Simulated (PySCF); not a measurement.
# What a mistake does to a calculation on BH6OSi2 cation

All numbers below are calculated, not measured. The program is PySCF 2.14.0, an open-source quantum chemistry code, run on an isolated molecule that a program drew, which may never have been made. The molecule is BH6OSi2 cation (charge +1, singlet), drawn as the SMILES string `[BH+]O[SiH2][SiH3]`.

Each row is a Hartree-Fock (HF) and frozen-core CCSD(T) single point in the cc-pV(D+d)Z basis, meant for a local HF minimum. Run 1 is clean. Each other run has one planted mistake out of seven kinds, and not every kind appears here: one electron removed, one electron added, multiplicity raised by two, geometry at a saddle point, minimal basis STO-3G, one bond length entered in bohr, all coordinates scaled. The reference is restricted for singlets and unrestricted otherwise, and also for a bond in bohr. Adding or removing an electron swaps singlet and doublet. Electrons count all cores. HOMO and LUMO are orbital energies over both spins, the gradient is its largest component, and the lowest frequency (negative if imaginary) is given only where the gradient is small. Bond lengths are over the 9 bonds as drawn. T1 is the CCSD diagnostic: over 0.02 (restricted) or 0.045 (unrestricted) a single reference is doubtful.

Geometry of the clean run:
```xyz
10
BH6OSi2 cation, angstrom
B     0.5291    2.9560    0.5247
O     0.4872    2.3799   -0.5385
Si    0.4661    1.5965   -2.2199
Si   -0.3596   -0.6024   -1.8763
H     0.5684    3.5099    1.5536
H    -0.3949    2.5582   -2.9168
H     1.8805    1.7590   -2.5731
H    -0.3968   -1.2376   -3.2048
H     0.5816   -1.2680   -0.9568
H    -1.7004   -0.4597   -1.2794
```

```
run,electrons,basis functions,<S^2>,HOMO (eV),LUMO (eV),gradient (hartree/bohr),lowest frequency (cm^-1),mean bond (Å),longest bond (Å),T1,HF (hartree),CCSD(T) (hartree),mistake
1,46,104,0.000,-15.66,-2.29,1.6e-05,76,1.5516,2.374,0.0165,-680.72883,-681.23858,no fault
2,46,104,2.007,-9.95,-6.81,5.2e-02,-,1.5516,2.374,0.0214,-680.52747,-681.03222,multiplicity raised by two
3,46,104,0.000,-16.13,-2.13,1.4e-01,-,1.4383,2.200,0.0143,-680.66868,-681.16914,all coordinates scaled
4,47,104,0.760,-3.47,2.02,6.5e-02,-,1.5516,2.374,0.0470,-680.82784,-681.36735,one electron added
5,46,104,0.000,-16.94,-5.63,3.0e-02,-,1.7350,3.506,0.0182,-680.66179,-681.17672,one bond length entered in bohr
6,46,34,0.000,-14.17,1.90,3.0e-02,-,1.5516,2.374,0.0187,-672.83400,-673.06912,?
```

**Which mistake was planted in run 6, and what did it cost?**

It has 34 basis functions where the clean run has 104, with the same electrons and geometry. So the mistake is: minimal basis STO-3G. Subtracting run 1 and multiplying by 627.51 kcal/mol a hartree, the energy moved by 4954.1 kcal/mol in HF and 5126.4 kcal/mol in CCSD(T).

Cautions from the logs. Run 4: T1 is over the limit, so its CCSD(T) energy is less reliable.
